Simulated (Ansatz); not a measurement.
Geometry optimisation, RKS PBE-D4/6-31G* in Ansatz.

The input (input.yaml):

```yaml
crystal:
  periodic: [false, false, false]
  atoms:
    - { symbol: C, position_ang: [-1.7143, 0.0332, 0.9228] }
    - { symbol: Si, position_ang: [-0.5057, -1.2133, 0.5055] }
    - { symbol: Si, position_ang: [1.3889, -0.1924, -0.2643] }
    - { symbol: P, position_ang: [3.2061, -0.59436, 0.91612] }
    - { symbol: H, position_ang: [-1.3972, 0.7597, 1.6624] }
    - { symbol: H, position_ang: [-2.0291, 0.6864, 0.0287] }
    - { symbol: H, position_ang: [-2.655, -0.3791, 1.2921] }
    - { symbol: H, position_ang: [-1.0047, -2.1183, -0.5328] }
    - { symbol: H, position_ang: [-0.2036, -1.9991, 1.7647] }
    - { symbol: H, position_ang: [1.68865, -0.64254, -1.6906] }
    - { symbol: H, position_ang: [1.21151, 1.29143, -0.32494] }
    - { symbol: H, position_ang: [4.15062, -0.10167, 0.06377] }
    - { symbol: H, position_ang: [3.35412, -2.02811, 0.56212] }
basis:
  gaussian: { orbitals: "6-31G*" }
hamiltonian:
  xc: pbe
  dispersion: d4
relax:
  f_tol: 0.015
  max_steps: 40
output:
  orbitals: {}
```

Launched with:

```bash
$ ansatz run input.yaml --threads 1 --pin off --max-ram 2048MiB --backend cpu --events-out ev --progress --plain --runs-dir out
```

Task: Where does it end, and by what steps?

Result: It converged. The force dipped under the threshold on the way, but the program's further checks kept it going. After 8 steps the energy has fallen by 0.426 eV; H12 moved furthest, 0.15 Å.

```json
{"step": "0", "energy less start (eV)": "0.0000", "largest force component (eV/Å)": "2.421", "accepted": "yes"}
{"step": "1", "energy less start (eV)": "-0.3221", "largest force component (eV/Å)": "1.187", "accepted": "yes"}
{"step": "2", "energy less start (eV)": "-0.4100", "largest force component (eV/Å)": "0.383", "accepted": "yes"}
{"step": "3", "energy less start (eV)": "-0.4239", "largest force component (eV/Å)": "0.064", "accepted": "yes"}
{"step": "4", "energy less start (eV)": "-0.4248", "largest force component (eV/Å)": "0.023", "accepted": "yes"}
{"step": "5", "energy less start (eV)": "-0.4252", "largest force component (eV/Å)": "0.030", "accepted": "yes"}
{"step": "6", "energy less start (eV)": "-0.4256", "largest force component (eV/Å)": "0.009", "accepted": "yes"}
{"step": "7", "energy less start (eV)": "-0.4257", "largest force component (eV/Å)": "0.012", "accepted": "yes"}
{"step": "8", "energy less start (eV)": "-0.4258", "largest force component (eV/Å)": "0.013", "accepted": "yes"}
```

```xyz
13
Properties=species:S:1:pos:R:3
C -1.818 0.077 0.943
Si -0.485 -1.195 0.490
Si 1.454 -0.164 -0.373
P 3.218 -0.608 1.012
H -1.438 0.786 1.697
H -2.127 0.656 0.056
H -2.710 -0.422 1.357
H -1.017 -2.176 -0.519
H -0.096 -1.991 1.708
H 1.708 -0.571 -1.800
H 1.277 1.330 -0.370
H 4.231 -0.225 0.065
H 3.293 -1.996 0.641
```

Whether the end is a true minimum wasn't checked by a vibrational analysis.

Time of the run: 36 s on 1 thread of Arm Neoverse V2 (shared host), peak memory 0.13 GiB.
